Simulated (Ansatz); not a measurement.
Species: [Sc(Cl)2(F)] (charge 0, multiplicity 1).

Problem. Give a relaxed geometry from Ansatz (a quantum-chemistry and plane-wave program) with PBE-D3(BJ)/def2-SVP.

Solution. the end point of this relaxation.
Cartesian coordinates (Å) in one orientation:
```xyz
4

Sc    -0.010    -0.006     0.019
Cl    -2.054    -0.953    -0.364
Cl     0.385     1.472     1.716
F      1.362    -0.448    -1.074
```
